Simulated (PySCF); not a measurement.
# Basis and Hamiltonian dependence of the ionisation energy of Co

Co [Ar] 3d7 4s2 (4F) → Co⁺ [Ar] 3d8 (3F). Calculated with PySCF 2.14 from differences of total energies of unrestricted determinants, without spin-orbit coupling. Values in eV.

| basis | Hamiltonian | functions | UHF | PBE | PBE0 | MP2 (valence) | CCSD(T) (valence) | CCSD(T) (valence and next inner shell) |
| --- | --- | --- | --- | --- | --- | --- | --- | --- |
| 6-31G* | non-relativistic | 34 | 9.205 | 9.030 | n/a | 8.630 | n/a | n/a |
| x2c-SVPall | spin-free X2C | 36 | 8.245 | 7.613 | n/a | 7.172 | n/a | n/a |
| jorge-DZP-DKH | spin-free X2C | 43 | 8.161 | n/a | 7.955 | 7.568 | n/a | n/a |
| x2c-TZVPall | spin-free X2C | 48 | 8.283 | 7.788 | 7.877 | 7.423 | n/a | n/a |
| aug-cc-pVDZ | non-relativistic | 59 | 7.830 | 7.407 | 7.474 | 7.052 | 7.699 | n/a |
| cc-pVTZ | non-relativistic | 68 | 7.850 | n/a | 7.379 | 6.894 | n/a | n/a |
| aug-cc-pVTZ-DK | spin-free X2C | 93 | 8.295 | 7.783 | 7.872 | 7.429 | 8.074 | n/a |
| aug-cc-pVTZ | non-relativistic | 93 | 7.849 | 7.283 | 7.381 | 6.948 | 7.592 | n/a |
| def2-QZVPPD | non-relativistic | 100 | 7.850 | 7.270 | 7.371 | 6.942 | 7.577 | n/a |
| dyall-av2z | non-relativistic | 101 | 7.856 | 7.283 | 7.387 | 7.009 | 7.644 | n/a |
| aug-cc-pVTZ with one added diffuse shell each of s, p, d, f, g type | non-relativistic | 118 | 7.849 | 7.284 | 7.382 | 6.971 | n/a | n/a |
| aug-cc-pwCVTZ | non-relativistic | 127 | 7.854 | 7.276 | 7.378 | 6.917 | n/a | n/a |
| aug-cc-pVQZ | non-relativistic | 140 | 7.850 | 7.274 | 7.373 | 6.907 | n/a | n/a |
| aug-cc-pwCVTZ-DK with one added diffuse shell each of s, p, d, f, g type | spin-free X2C | 152 | 8.299 | 7.778 | 7.869 | 7.421 | n/a | 8.010 |

Extrapolation of MP2 (valence) from aug-cc-pVTZ and aug-cc-pVQZ: the correlation parts are -0.901 and -0.943 eV; with the X⁻³ form and unrounded values, (4³ × -0.943 − 3³ × -0.901)/(4³ − 3³) = -0.974 eV, and adding the Hartree-Fock value 7.850 eV of the larger basis gives 6.876 eV.

Frozen in the all-electron rows: valence: [Ar]; valence and next inner shell: [Ne].

Non-relativistic rows lack the scalar-relativistic shift.

Reference for a calculation without spin-orbit coupling: 7.869 eV (measured, between term centres; NIST).
